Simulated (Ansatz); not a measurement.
Program: Ansatz 0.2.0.

A structure relaxed at PBE0-D4/def2-TZVP, charge 0, multiplicity 1:

Cartesian coordinates in Å:
```
Cl 2.3195 -0.2795 0.1596
Zr 0.0300 -0.0036 0.0021
Br -0.4646 2.1945 -1.0058
Br -0.9168 -1.7911 -1.4123
Br -0.9681 -0.1202 2.2565
```

Q: Give its formula and SMILES.

A: Br3ClZr, `[Cl][Zr]([Br])([Br])[Br]`.

Q: Point group (tolerance 0.08 Å, 0.16 Å for H)?

A: C3v.

Q: Summarise the bond lengths by kind.

A: 1 × Cl–Zr 2.311 Å; 3 × Br–Zr 2.468 Å.
